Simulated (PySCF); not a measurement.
Job file and geometry (Å, from GFN2-xTB) of an NMR shielding run on `C[SiH2][SiH2][SiH2]O[SiH3]`, CH$_{12}$OSi$_{4}$, GIAO PBE0/pcSseg-1 NMR shielding, non-relativistic, gas phase in PySCF; density fitting, a coarse starting grid and PySCF grid level 2 are the driver's defaults:

```
$ OMP_NUM_THREADS=1 python probes_run.py task.json out

{"job": {"kind": "nmr", "xc": "PBE0", "basis": "pcSseg-1"}, "charge": 0, "multiplicity": 1}
C     -3.418640    -0.413397    -0.242917
Si    -1.545312    -0.712289    -0.075669
Si    -0.573254     0.797371     1.405419
Si     1.630094     1.317918     0.986248
O      2.102468     0.088503     0.022329
Si     3.103951    -0.721604    -0.951615
H     -3.913907    -0.483663     0.721096
H     -3.885882    -1.137459    -0.903943
H     -3.622790     0.575642    -0.643047
H     -0.977052    -0.615796    -1.429898
H     -1.371563    -2.117559     0.331964
H     -0.716425     0.303205     2.790691
H     -1.349163     2.054676     1.457596
H      1.888461     2.552321     0.233049
H      2.573806     1.336712     2.111839
H      2.250006    -1.742194    -1.551625
H      3.645653     0.208581    -1.940862
H      4.170790    -1.284650    -0.126590
```

Question: Write the output of this run.

Answer: 
```
coarse grid: 16112 points
cycle   1  E = -1277.7352435639  dE =  1.588e-01  |g| = 8.118e-01  |ddm| = 3.715e+00
cycle   2  E = -1277.5120683910  dE =  2.232e-01  |g| = 1.338e+00  |ddm| = 1.866e+00
cycle   3  E = -1277.8545478771  dE = -3.425e-01  |g| = 1.099e-01  |ddm| = 1.381e+00
cycle   4  E = -1277.8565256491  dE = -1.978e-03  |g| = 5.223e-02  |ddm| = 1.365e-01
cycle   5  E = -1277.8572267411  dE = -7.011e-04  |g| = 7.240e-03  |ddm| = 4.913e-02
cycle   6  E = -1277.8572390591  dE = -1.232e-05  |g| = 1.007e-03  |ddm| = 8.949e-03
cycle   7  E = -1277.8572393058  dE = -2.467e-07  |g| = 2.692e-04  |ddm| = 1.675e-03
final grid: 134584 points
cycle   8  E = -1277.8996922077  dE = -1.348e-05  |g| = 8.021e-03  |ddm| = 1.653e-02
cycle   9  E = -1277.8996781009  dE =  1.411e-05  |g| = 1.175e-02  |ddm| = 1.389e-02
cycle  10  E = -1277.8997040868  dE = -2.599e-05  |g| = 9.380e-04  |ddm| = 8.976e-03
cycle  11  E = -1277.8997042587  dE = -1.718e-07  |g| = 2.058e-04  |ddm| = 9.501e-04
cycle  12  E = -1277.8997042690  dE = -1.028e-08  |g| = 3.591e-05  |ddm| = 2.001e-04
cycle  13  E = -1277.8997042693  dE = -3.488e-10  |g| = 8.239e-06  |ddm| = 5.781e-05
converged SCF energy = -1277.8997042693

GIAO shielding tensors (ppm)
atom      isotropic    diamagn.    paramagn.     s11        s22        s33       span
  0 C      194.136     251.795     -57.659    189.135    194.302    198.971      9.836
  1 Si     426.304     882.148    -455.844    398.181    415.373    465.358     67.177
  2 Si     474.088     883.046    -408.959    437.345    478.991    505.928     68.583
  3 Si     372.595     879.945    -507.350    303.710    355.131    458.944    155.234
  4 O      341.455     400.735     -59.280    246.412    380.592    397.362    150.950
  5 Si     389.989     880.573    -490.584    350.403    354.995    464.568    114.164
  6 H       31.488      29.262       2.226     26.621     29.343     38.502     11.881
  7 H       31.231      28.648       2.582     26.058     28.036     39.599     13.541
  8 H       31.531      30.708       0.823     26.703     29.344     38.545     11.842
  9 H       27.576      32.279      -4.703     23.215     27.121     32.392      9.177
 10 H       27.548      31.351      -3.803     23.773     26.323     32.548      8.775
 11 H       28.189      30.555      -2.366     24.761     26.020     33.786      9.025
 12 H       28.557      30.971      -2.414     24.820     26.718     34.133      9.313
 13 H       26.122      29.272      -3.150     22.520     25.056     30.789      8.269
 14 H       26.049      28.369      -2.319     22.298     24.958     30.891      8.594
 15 H       26.690      30.815      -4.125     22.508     26.349     31.213      8.706
 16 H       26.670      28.945      -2.276     23.425     24.826     31.758      8.334
 17 H       26.675      28.495      -1.820     23.216     24.845     31.964      8.747
```

Question: Turn these shieldings into chemical shifts. Referencing at the same level of theory: $^{13}$C (σref 186.93), $^{29}$Si (σref 349.16), $^{1}$H (σref 31.72) against TMS; H2O for $^{17}$O (σref 336.08).

Answer: Averaging equivalent atoms: C 0: -7.2; Si 3: -23.4; Si 5: -40.8; Si 1: -77.1; Si 2: -124.9; O 4: -5.4; H 13/14: 5.63; H 15/16/17: 5.04; H 9/10: 4.15; H 11/12: 3.34; H 6/7/8: 0.30 ppm. Experimental scales use liquid or dissolved standards, which lie at an offset from isolated H2O (liquid H2O: subtract about 36 ppm).

Size and cost of the density-fitted run: 190 basis functions, 28 s wall time on 1 thread of an Arm Neoverse V1, shared host; peak memory 0.79 GiB.
